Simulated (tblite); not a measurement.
Species: C8H9P.
Cartesian coordinates in Å at the GFN2-xTB level; atoms count from 1:
```
atom  x, y, z in Å
C1     2.5031   -2.2585    0.7150
C2     2.2687   -1.0968    0.5412
C3     1.9386    0.2839    0.2943
P4     0.7852    0.4227   -1.2173
C5    -0.5957    1.4005   -0.4947
C6    -1.0704    2.7633   -0.2212
C7    -0.8465    0.1060   -0.4249
C8    -1.7471   -0.9276   -0.0428
C9    -1.4265   -2.2164   -0.1108
H10    2.7281   -3.2683    0.8867
H11    2.8517    0.8474    0.0770
H12    1.4438    0.7174    1.1688
H13   -1.1795    3.3111   -1.1575
H14   -2.0311    2.7385    0.2929
H15   -0.3487    3.3015    0.3937
H16   -2.7185   -0.6045    0.3149
H17   -0.4535   -2.5210   -0.4610
H18   -2.1106   -2.9927    0.1848
```

Level: GFN2-xTB in tblite, geometry and Hessian alike; calculated harmonic values, unscaled, isolated species. The method is semi-empirical: single wavenumbers can be off by several per cent or more. One conformer, not necessarily the lowest.

Harmonic wavenumbers (cm⁻¹): 26.4, 61.1, 75.8, 85.6, 117.4, 152.4, 166.8, 242.1, 281.7, 305.3, 362.8, 393.8, 462.6, 602.8, 614.9, 632.2, 648.1, 661.1, 693.9, 808.6, 848.5, 878.3, 989.3, 999.0, 1005.3, 1021.9, 1063.6, 1099.2, 1166.6, 1203.5, 1272.2, 1383.7, 1392.0, 1399.5, 1453.9, 1462.9, 1644.7, 1817.8, 2281.9, 2924.2, 2931.5, 2990.9, 3002.3, 3005.9, 3023.4, 3099.0, 3135.3, 3397.4.

A = 1748, B = 1117, C = 772.8 MHz; mass 136.044 u (most abundant isotopes); point group C1, symmetry number 1.

**Question.** Zero-point energy?

**Answer.** ½Σν̃ = 29645 cm⁻¹ = 354.63 kJ/mol.

**Question.** What is S at 298.15 K and 1 bar for an ideal gas of classical rigid rotors and harmonic oscillators?

**Answer.** Translation 170.13, rotation 124.45, vibration 157.40: S = 452.0 J/(mol K).

**Question.** And Cp and H(298.15 K) − H(0)?

**Answer.** Cp = 174.57 J/(mol K), of which vibrations give 141.31 (their classical limit is 48 R = 399.1); H(298.15 K) − H(0) = 32.99 kJ/mol without the zero-point energy, 23.07 from vibrations.

**Question.** What must be added to the electronic energy to get the Gibbs energy at 298.15 K and 1 bar?

**Answer.** ZPE + [H(298.15 K) − H(0)] − T·S = 354.63 + 32.99 − 134.76 = 252.86 kJ/mol.

**Question.** How do the functions run with temperature in this model?

**Answer.** 
```
T (K)  S (J/(mol K))  Cp (J/(mol K))  H − H(0) (kJ/mol)  G − H(0) (kJ/mol)  ln q(vib)
  100          313.4            92.5               6.40             -24.94       2.93
  200          390.7           134.7              17.79             -60.34       6.46
  300          453.1           175.3              33.31            -102.61       9.68
  500          559.2           241.8              75.43            -204.16      15.61
  800          687.6           304.2             158.15            -391.95      23.55
 1000          758.6           331.7             221.88            -536.74      28.28
```

q(vib) and H(0) count from the zero-point level.

**Question.** Which modes carry the vibrational entropy at 298.15 K?

**Answer.** 26.4 cm⁻¹: 25.45; 61.1 cm⁻¹: 18.50; 75.8 cm⁻¹: 16.72; 85.6 cm⁻¹: 15.72; 117.4 cm⁻¹: 13.15; 152.4 cm⁻¹: 11.05 J/(mol K); the other 42 give 56.79 together.

Hindered rotation and anharmonicity are outside this model. Other conformers, if any are populated, would add a mixing term that is left out. The structure is chiral; the term R ln 2 for an equal mix with its mirror image is left out.

On one thread, Intel Xeon Platinum 8375C at 2.90 GHz (x86_64), no GPU, on a shared host, this took 0.81 s wall. The figure is for the frequency step alone.
